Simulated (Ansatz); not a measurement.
Reaction (ligand exchange at the Si–C bond): `O[SiH2][SiH2]CCl` + H₂Se → `O[SiH2][SiH2][SeH]` + `CCl`

Program: Ansatz. Geometries: PBE0-D4/def2-TZVP. ΔE: electronic, gas phase. CBS: MP2 limit from def2 TZ/QZ plus the TZ coupled-cluster correction, frozen cores. This one scheme is used for every species. For Se outer-core shells are correlated without core-valence functions, which leaves a few kJ/mol of doubt a bond. Scalar relativity is left out up to krypton. One conformer a species, not always the lowest.

`O[SiH2][SiH2]CCl`:

Z-matrix (Å, degrees):
```
Si
Si 1 2.353
O 1 1.655 2 111.9
H 1 1.485 2 109.1 3 116.4
H 1 1.489 2 110.0 3 -123.9
C 2 1.891 1 109.5 3 -161.6
H 2 1.492 1 111.0 3 -42.4
H 2 1.489 1 111.7 3 78.2
H 3 0.958 1 117.6 2 -69.7
Cl 6 1.789 2 109.0 1 -53.2
H 6 1.090 2 112.7 1 -172.4
H 6 1.090 2 111.7 1 65.1
```

H₂Se:

Z-matrix (Å, degrees):
```
Se
H 1 1.467
H 1 1.467 2 91.2
```

`O[SiH2][SiH2][SeH]`:

Cartesian coordinates in Å:
```
O -0.650 1.166 1.566
Si 0.250 -0.188 1.289
Si -0.228 -0.879 -0.899
Se -0.371 1.091 -2.083
H -0.804 1.712 0.788
H -0.110 -1.183 2.330
H 1.714 0.085 1.379
H 0.762 -1.801 -1.516
H -1.590 -1.457 -1.046
H 1.028 1.454 -1.810
```

`CCl`:

Cartesian coordinates in Å:
```
C -0.069 0.117 0.053
Cl 0.769 -1.305 -0.595
H 0.362 1.009 -0.395
H 0.063 0.137 1.133
H -1.125 0.042 -0.196
```

```json
{"species": "`O[SiH2][SiH2]CCl`", "HF/CBS(def2) energy (Eh)": "-1154.34030"}
{"species": "H₂Se", "HF/CBS(def2) energy (Eh)": "-2401.05864"}
{"species": "`O[SiH2][SiH2][SeH]`", "HF/CBS(def2) energy (Eh)": "-3056.27134"}
{"species": "`CCl`", "HF/CBS(def2) energy (Eh)": "-499.15803"}
```

Task: Work out ΔE.

Result: ΔE = (-3056.27134) + (-499.15803) − (-1154.34030) − (-2401.05864) = -0.03043 Eh = -0.83 eV. CCSD(T)/CBS gives -0.83 eV.

Largest T1 diagnostic among the species: 0.011.
